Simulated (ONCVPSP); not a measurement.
# Tc: one change to an ONCV potential, before and after

- Element: technetium (Tc)
- Generator: ONCVPSP 4.0.1
- Type: optimised norm-conserving Vanderbilt (ONCV)
- Functional: LDA (Perdew-Zunger)
- Relativity: scalar-relativistic
- Frozen core: [Ar] 3d10 4s2
- Valence charge: 13
- Reference configuration: 4p6 4d5 5s1.75 5p0.25
- Partial waves: 5s: rc 2.75 bohr, ncon 3, nbas 7, qcut 2.1 1/bohr, 2 projectors, debl 3 Ha; 4p+5p: rc 1.80 bohr, ncon 4, nbas 9, qcut 7.1 1/bohr, 3 projectors, debl 1.4 Ha; 4d: rc 1.40 bohr, ncon 4, nbas 9, qcut 8.1 1/bohr, local
- Local potential: the d channel
- Core correction: none

Change: s: debl 0.3.

Cutoffs: the cutoffs (Ha) at which the residual kinetic energy of the hardest occupied pseudo-wave falls to 1 and 0.1 mHa per electron; they do not see the model core or the augmentation charge, which bear on the density cutoff. Errors are all-electron minus pseudo energies relative to the spin-unpolarised reference configuration.

Q: What does the change do?

A: The potential gets neither clearly harder nor softer (24 Ha and 29 Ha → 24 Ha and 29 Ha); both files keep a bound ghost (s); of the 4 tests that both files solve, the error grows in 0 and shrinks in 2 by more than 15 % and 0.3 meV (median size 9.9 → 3.8 meV).

```csv
quantity,base,changed
"cutoff, loose",24 Ha,24 Ha
"cutoff, tight",29 Ha,29 Ha
bound ghosts,s,s
GHOST(+) flags under 300 eV,none,none
"error for 4p6 4d5 5s2 5p0, meV [ΔE -0.94 eV]",-0.6,-0.4
"error for 4p6 4d5 5s1 5p0, meV [ΔE 7.49 eV]",-6.3,-2.7
"error for 4p6 4d5 5s0 5p0, meV [ΔE 22.69 eV]",-26,-24
"error for 4p6 4d4 5s2 5p0, meV [ΔE 10.86 eV]",-13,+4.9
s: phases at 2.79 bohr within 0.05 rad from the reference energy up to (Ha; the scan ends near 5),n/a,n/a
p: phases at 1.83 bohr within 0.05 rad from the reference energy up to (Ha; the scan ends near 5),to the end of the scan,to the end of the scan
d: phases at 1.42 bohr within 0.05 rad from the reference energy up to (Ha; the scan ends near 5),to the end of the scan,to the end of the scan
```

 A true bound ghost makes a file unfit for plane-wave use even where its test errors are small: the radial tests pick states by their node count and pass the ghost by.
